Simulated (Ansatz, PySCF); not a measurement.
Some isomers of H7N2Si2, charge -1, singlet:

A. N[SiH-][SiH2]N
B. [NH-][SiH2]N[SiH3]
C. N[SiH2]N[SiH2-]
D. N[SiH-]N[SiH3]
E. N[SiH2][N-][SiH3]
F. [NH-][SiH2][SiH2]N

Quantity: relative energy (enthalpy at 298 K, with B3LYP-D3(BJ) rigid-rotor harmonic-oscillator terms), kcal/mol. Each molecule is optimised on its own at B3LYP-D3(BJ)/def2-TZVP (Ansatz, a quantum-chemistry and plane-wave program), one conformer each, not searched for the lowest. Frequencies are from Ansatz or PySCF. Valence correlation only, unless marked. Spin-orbit coupling is left out. Non-relativistic. CBS marks a two-point X^-3 extrapolation of the correlation energy; Hartree-Fock from the larger set. Anions need diffuse functions, which plain sets lack and def2-D sets hold few of. Values are relative to the lowest entry of each level; other isomers of the formula, not listed, may lie lower.

```
   B3LYP-D4/def2-TZVPD (Ansatz + dftd4)  HSE06/def2-TZVPD (Ansatz)  CCSD(T)/aug-cc-pV(T+d)Z (Ansatz)  CCSD(T)/CBS(aug-cc-pV(T+d)Z,aug-cc-pV(Q+d)Z) (Ansatz)
-  ------------------------------------  -------------------------  --------------------------------  -----------------------------------------------------
A                                  35.6                       31.9                              34.6                                                      ?
B                                  15.9                       16.5                              15.4                                                      ?
C                                  17.6                       16.4                              16.6                                                      ?
D                                  22.8                       22.5                              22.2                                                      ?
E                                   0.0                        0.0                               0.0                                                      ?
F                                  33.3                       30.9                              32.9                                                      ?
```

Q: Fill in the missing entries.

A: 
- A, CCSD(T)/CBS(aug-cc-pV(T+d)Z,aug-cc-pV(Q+d)Z) (Ansatz): 37.2
- B, CCSD(T)/CBS(aug-cc-pV(T+d)Z,aug-cc-pV(Q+d)Z) (Ansatz): 16.1
- C, CCSD(T)/CBS(aug-cc-pV(T+d)Z,aug-cc-pV(Q+d)Z) (Ansatz): 18.5
- D, CCSD(T)/CBS(aug-cc-pV(T+d)Z,aug-cc-pV(Q+d)Z) (Ansatz): 24.3
- E, CCSD(T)/CBS(aug-cc-pV(T+d)Z,aug-cc-pV(Q+d)Z) (Ansatz): 0.0
- F, CCSD(T)/CBS(aug-cc-pV(T+d)Z,aug-cc-pV(Q+d)Z) (Ansatz): 34.1
